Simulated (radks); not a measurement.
Effect of the nuclear size on the tellurium ion Te3+, [Kr] 4d10 5s2 5p1. All-electron calculation, Dirac Kohn-Sham, LDA (Slater exchange, Perdew-Wang correlation), spin-unpolarised, spherical densities, finite nucleus; open shells are shared between the two j in proportion to 2j + 1; Fermi nuclear charge, rms radius 4.7423 fm. Program: a radial shooting solver on a logarithmic mesh with Libxc functionals. The rms radius is varied about that value; shifts are against it.

| rms radius (fm) | total energy shift (eV) | density at nucleus (e/bohr^3) | 1s1/2 shift (meV) | 2s1/2 shift (meV) | 4p1/2 shift (meV) | 5s1/2 shift (meV) | 5p1/2 shift (meV) | 5p3/2 shift (meV) | 6s1/2 (empty) shift (meV) |
|---|---|---|---|---|---|---|---|---|---|
| 3.9503 | -1.62 | 2.34e+05 | -680 | -79.1 | 0.283 | -0.421 | 0.083 | 0.090 | -0.108 |
| 4.453 | -0.622 | 2.294e+05 | -260 | -30.3 | 0.108 | -0.161 | 0.032 | 0.034 | -0.041 |
| 4.7423 | 0 | 2.27e+05 | 0.000 | 0.000 | 0.000 | 0.000 | 0.000 | 0.000 | 0.000 |
| 5.0268 | 0.643 | 2.249e+05 | 269 | 31.3 | -0.112 | 0.167 | -0.033 | -0.036 | 0.043 |
| 5.6339 | 2.12 | 2.206e+05 | 888 | 103 | -0.369 | 0.549 | -0.109 | -0.118 | 0.141 |

Slopes of the eigenvalues against <r^2> in GHz/fm^2, as finite differences over the two radii next to the reference (eigenvalue slopes, not the field-shift constants of lines): 1s1/2 23600, 2s1/2 2740, 4p1/2 -9.79, 5s1/2 14.6, 5p1/2 -2.88, 5p3/2 -3.12, 6s1/2 (empty) 3.74.
